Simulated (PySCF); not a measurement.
H5O6Si2, SMILES O[Si](O[Si](O)O)(O)O, doublet, B3LYP/def2-SVP optimised geometry.

```
13

O     -3.49    -1.98     2.29
Si    -2.24    -0.89     2.40
O     -2.88     0.59     1.93
O     -1.01    -1.16     1.34
Si    -0.37    -0.40     0.00
O     -0.88     1.16     0.00
O     -0.86    -1.31    -1.29
O      1.28    -0.40     0.00
H     -3.30    -2.89     2.54
H     -3.74     0.84     2.29
H     -1.69     1.31     0.51
H     -0.34    -1.20    -2.09
H      1.69     0.35     0.43
```

Density from unrestricted B3LYP/def2-TZVP run with PySCF at that geometry.

Minimum of the electron density along straight lines between bonded atoms, close to the bond critical point (lines longer than 1.1 times the sum of covalent radii, or with two minima, are not listed):

```json
[
 {"bond": "O1–Si2", "length / Å": "1.667", "ρ at the minimum / e bohr⁻³": "0.133", "∇²ρ there / e bohr⁻⁵": "0.73", "position (fraction from the first atom)": "0.59"},
 {"bond": "Si2–O3", "length / Å": "1.684", "ρ at the minimum / e bohr⁻³": "0.128", "∇²ρ there / e bohr⁻⁵": "___", "position (fraction from the first atom)": "0.41"},
 {"bond": "Si2–O4", "length / Å": "1.651", "ρ at the minimum / e bohr⁻³": "0.135", "∇²ρ there / e bohr⁻⁵": "0.79", "position (fraction from the first atom)": "0.41"},
 {"bond": "O4–Si5", "length / Å": "1.666", "ρ at the minimum / e bohr⁻³": "0.130", "∇²ρ there / e bohr⁻⁵": "0.73", "position (fraction from the first atom)": "0.59"},
 {"bond": "Si5–O6", "length / Å": "1.649", "ρ at the minimum / e bohr⁻³": "0.142", "∇²ρ there / e bohr⁻⁵": "0.77", "position (fraction from the first atom)": "0.41"},
 {"bond": "Si5–O7", "length / Å": "1.647", "ρ at the minimum / e bohr⁻³": "0.142", "∇²ρ there / e bohr⁻⁵": "0.78", "position (fraction from the first atom)": "0.41"},
 {"bond": "Si5–O8", "length / Å": "1.651", "ρ at the minimum / e bohr⁻³": "0.140", "∇²ρ there / e bohr⁻⁵": "0.77", "position (fraction from the first atom)": "0.41"},
 {"bond": "O1–H9", "length / Å": "0.966", "ρ at the minimum / e bohr⁻³": "0.350", "∇²ρ there / e bohr⁻⁵": "-2.35", "position (fraction from the first atom)": "0.80"},
 {"bond": "O3–H10", "length / Å": "0.966", "ρ at the minimum / e bohr⁻³": "0.350", "∇²ρ there / e bohr⁻⁵": "-2.36", "position (fraction from the first atom)": "0.81"},
 {"bond": "O6–H11", "length / Å": "0.973", "ρ at the minimum / e bohr⁻³": "0.341", "∇²ρ there / e bohr⁻⁵": "-2.31", "position (fraction from the first atom)": "0.81"},
 {"bond": "O7–H12", "length / Å": "0.964", "ρ at the minimum / e bohr⁻³": "0.352", "∇²ρ there / e bohr⁻⁵": "-2.37", "position (fraction from the first atom)": "0.80"},
 {"bond": "O8–H13", "length / Å": "0.964", "ρ at the minimum / e bohr⁻³": "0.352", "∇²ρ there / e bohr⁻⁵": "-2.37", "position (fraction from the first atom)": "0.80"}
]
```

### Question
Some entries are withheld; supply them.

### Answer

- Si2–O3, ∇²ρ there / e bohr⁻⁵: 0.67
